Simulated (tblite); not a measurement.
Parent: `[CH3:1][C:2](=[O:3])[SiH2:4][CH2:5][Cl:6]` with C1–C2–Si4–C5 180°, C2–Si4–C5–Cl6 180°, C3H7ClOSi.

The geometries are computed with GFN2-xTB (gas phase). One conformer each, not checked by frequencies here.

| coordinate of the parent | value |
| --- | --- |
| C1–C2 | 1.503 Å |
| C2=O3 | 1.209 Å |
| C2–Si4 | 1.933 Å |
| Si4–C5 | 1.904 Å |
| C5–Cl6 | 1.788 Å |
| C1–C2–O3 | 122.3° |
| C1–C2–Si4 | 116.8° |
| O3–C2–Si4 | 120.9° |
| C2–Si4–C5 | 106.7° |
| Si4–C5–Cl6 | 109.1° |

Q: How does the shared frame change in `[CH3:1][CH:2]([CH3:3])[CH2:4][C:5](=[O:6])[SiH2:7][CH2:8][Cl:9]` with C1–C2–C4–C5 70°, C2–C4–C5–O6 17°, C4–C5–Si7–C8 -178°, C5–Si7–C8–Cl9 -179°, C6H13ClOSi? Atoms pair as C1 = C4, C2 = C5, O3 = O6, Si4 = Si7, C5 = C8, Cl6 = Cl9 (parent first).

A: 
```json
{"parent": "C1–C2", "relative": "C4–C5", "value in the relative": "1.508 Å", "change": "+0.005"}
{"parent": "C2=O3", "relative": "C5=O6", "value in the relative": "1.210 Å", "change": "+0.001"}
{"parent": "C2–Si4", "relative": "C5–Si7", "value in the relative": "1.931 Å", "change": "-0.002"}
{"parent": "Si4–C5", "relative": "Si7–C8", "value in the relative": "1.903 Å", "change": "-0.001"}
{"parent": "C5–Cl6", "relative": "C8–Cl9", "value in the relative": "1.787 Å", "change": "-0.001"}
{"parent": "C1–C2–O3", "relative": "C4–C5–O6", "value in the relative": "123.2°", "change": "+0.9"}
{"parent": "C1–C2–Si4", "relative": "C4–C5–Si7", "value in the relative": "116.2°", "change": "-0.6"}
{"parent": "O3–C2–Si4", "relative": "O6–C5–Si7", "value in the relative": "120.6°", "change": "-0.3"}
{"parent": "C2–Si4–C5", "relative": "C5–Si7–C8", "value in the relative": "106.1°", "change": "-0.6"}
{"parent": "Si4–C5–Cl6", "relative": "Si7–C8–Cl9", "value in the relative": "109.3°", "change": "+0.2"}
```

Of the parent's bonds, C1–C2 changes most (+0.005 Å). Bonds of the relative outside the shared frame: C1–C2 1.527, C2–C3 1.526, C2–C4 1.531 Å. Point group Cs → C1.

Q: How does the shared frame change in `[CH3:1][O:2][C:3](=[O:4])[CH2:5][C:6](=[O:7])[SiH2:8][CH2:9][Cl:10]` with C1–O2–C3–O4 0°, O2–C3–C5–C6 142°, C3–C5–C6–O7 -127°, C5–C6–Si8–C9 -105°, C6–Si8–C9–Cl10 -166°, C5H9ClO3Si? Atoms pair as C1 = C5, C2 = C6, O3 = O7, Si4 = Si8, C5 = C9, Cl6 = Cl10 (parent first).

A: 
| parent | relative | value in the relative | change |
| --- | --- | --- | --- |
| C1–C2 | C5–C6 | 1.524 Å | +0.021 |
| C2=O3 | C6=O7 | 1.204 Å | -0.005 |
| C2–Si4 | C6–Si8 | 1.929 Å | -0.004 |
| Si4–C5 | Si8–C9 | 1.908 Å | +0.004 |
| C5–Cl6 | C9–Cl10 | 1.782 Å | -0.006 |
| C1–C2–O3 | C5–C6–O7 | 121.1° | -1.2 |
| C1–C2–Si4 | C5–C6–Si8 | 116.8° | 0.0 |
| O3–C2–Si4 | O7–C6–Si8 | 122.0° | +1.1 |
| C2–Si4–C5 | C6–Si8–C9 | 110.4° | +3.7 |
| Si4–C5–Cl6 | Si8–C9–Cl10 | 108.3° | -0.8 |

Of the parent's bonds, C1–C2 changes most (+0.021 Å). Bonds of the relative outside the shared frame: C1–O2 1.425, O2–C3 1.325, C3=O4 1.210, C3–C5 1.501 Å. Point group Cs → C1.

Q: How does the shared frame change in `[CH3:1][CH2:2][C:3](=[O:4])[SiH2:5][CH2:6][Cl:7]` with C1–C2–C3–O4 0°, C2–C3–Si5–C6 180°, C3–Si5–C6–Cl7 180°, C4H9ClOSi? Atoms pair as C1 = C2, C2 = C3, O3 = O4, Si4 = Si5, C5 = C6, Cl6 = Cl7 (parent first).

A: 
```
    parent    relative  value in the relative  change
     C1–C2       C2–C3                1.509 Å  +0.006
     C2=O3       C3=O4                1.209 Å   0.000
    C2–Si4      C3–Si5                1.932 Å  -0.001
    Si4–C5      Si5–C6                1.904 Å   0.000
    C5–Cl6      C6–Cl7                1.788 Å   0.000
  C1–C2–O3    C2–C3–O4                 122.9°    +0.6
 C1–C2–Si4   C2–C3–Si5                 116.4°    -0.4
 O3–C2–Si4   O4–C3–Si5                 120.7°    -0.2
 C2–Si4–C5   C3–Si5–C6                 106.3°    -0.4
Si4–C5–Cl6  Si5–C6–Cl7                 109.2°    +0.1
```

Of the parent's bonds, C1–C2 changes most (+0.006 Å). Bonds of the relative outside the shared frame: C1–C2 1.522 Å. Point group Cs → Cs.
